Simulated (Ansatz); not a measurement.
```xyz
2

C     0.0000    0.0000   -0.5930
O     0.0000    0.0000    0.4448
```

Basis set: def2-TZVP (spherical functions). Correlated methods keep 2 orbitals frozen. Charge 0, multiplicity 1.

Computed with Ansatz (development build ahead of 0.2.0); each method stands on the lowest determinant of its kind that the runs found. Restricted open shells among the atoms or ions are ROHF, correlated in semicanonical orbitals with singles.

Question: Give the atomization energy at this shape (free ground-state atoms in the same class of orbitals less the molecule, no zero-point energy) of singlet CO by RHF-MP2, RHF.

Answer:

```
 method  atomization energy
RHF-MP2            10.80 eV
    RHF             7.53 eV
```

Caution: no unrestricted run beside it, a lower state can exist; the shape is not the minimum.
